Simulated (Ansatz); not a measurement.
[VF6]2- (VF6²⁻). Charge -2, multiplicity 2. Geometry r2SCAN-D4/def2-SVPD, basis def2-TZVPD, Ansatz.

Cartesian coordinates in Å:
```
V 0.0000 0.0000 0.0000
F -0.9820 0.3631 -1.5685
F 0.9820 -0.3631 1.5685
F -0.2352 -1.8228 -0.2747
F 0.2351 1.8228 0.2747
F -1.5611 0.1009 1.0007
F 1.5611 -0.1008 -1.0007
```

```tsv
run	HOMO (eV)	LUMO (eV)
A	3.36	5.79
B	2.59	5.99
C	-0.87	7.42
D	4.55	5.46
E	5.28	5.53
F	2.16	6.37
```

LC-ωPBE has ω = 0.4 bohr⁻¹. HSE06 is defined as in plane-wave codes, on full-range PBE exchange. A multiply charged anion in the gas phase is held together partly by the finite basis. Removing one electron lowers the energy by 0.44 eV at PBE0-D4/def2-TZVPD, so it isn't bound. No other spin state of charge -2 was run.

HOMO and LUMO are taken over both spins.

The runs used HSE06, LC-ωPBE, PBE, PBE0, r2SCAN, r2SCANh. Estimate which is which.

A r2SCANh (10 % exact exchange); B HSE06 (range-separated); C LC-ωPBE (range-separated); D r2SCAN (0 % exact exchange); E PBE (0 % exact exchange); F PBE0 (25 % exact exchange). Exact exchange lowers occupied and raises empty levels; among semilocal functionals meta-GGAs tend to open the gap a little, and such runs are hard to tell apart. The gap grows from 0.25 eV (PBE) to 8.29 eV (LC-ωPBE). At r2SCANh-D4/def2-TZVPD, HSE06-D4/def2-TZVPD, r2SCAN-D4/def2-TZVPD, PBE-D4/def2-TZVPD and others the highest occupied level of the charge -2 doublet lies above zero (up to 5.28 eV). By energy differences it is unbound by 1.88 eV (vertical, to the charge -1 singlet, at PBE-D4/def2-TZVPD) and held by the finite basis.
